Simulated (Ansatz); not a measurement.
Input for Ansatz (a program for electronic structure): R-B3LYP/def2-TZVPP on CH6GeO2 (SMILES [CH3][GeH]([OH])[OH]), a point of a torsion scan.

Ansatz 0.2 input:
```yaml
crystal:
  periodic: [false, false, false]
  atoms:
    - {symbol: C, position_ang: [-1.31444121, -0.57385181, -0.17348170]}
    - {symbol: Ge, position_ang: [0.32150902, 0.24064308, 0.58126253]}
    - {symbol: O, position_ang: [0.76244636, 1.75434160, -0.20378054]}
    - {symbol: O, position_ang: [-0.02756891, 0.76473123, 2.19822089]}
    - {symbol: H, position_ang: [-1.12327993, -1.56225295, -0.57924470]}
    - {symbol: H, position_ang: [-1.73101653, 0.05238739, -0.95687728]}
    - {symbol: H, position_ang: [-2.04978892, -0.66717783, 0.61904345]}
    - {symbol: H, position_ang: [1.55926026, -0.64011612, 0.60937873]}
    - {symbol: H, position_ang: [0.95780414, 1.72584634, -1.13616222]}
    - {symbol: H, position_ang: [0.34772830, 1.61438866, 2.42202738]}
basis:
  gaussian:
    orbitals: def2-TZVPP
hamiltonian:
  xc: {name: B3LYP}
scf: {lower_state_search: off}
```

The head of its log:

```
WARN ansatz: RAYON_NUM_THREADS=1 ignored (pool sized by the plan → 1); use --threads N
Functional definition: B3LYP
these checks for a lower state are left out or cut short: stability, starts, cluster_reference, orbital_swaps, neighbouring_geometries, increment
integrals: 0.14 GiB planned
1225 factors; their error is unknown
mean field: 1.26 GiB planned
mean field evaluation 1: about -61737.0286 eV, gradient 9.5e1 eV
mean field evaluation 2: about -61709.3381 eV, gradient 1.5e2 eV
```

### Question
Give the final energy of this run.

### Answer
-2269.3620 hartree.
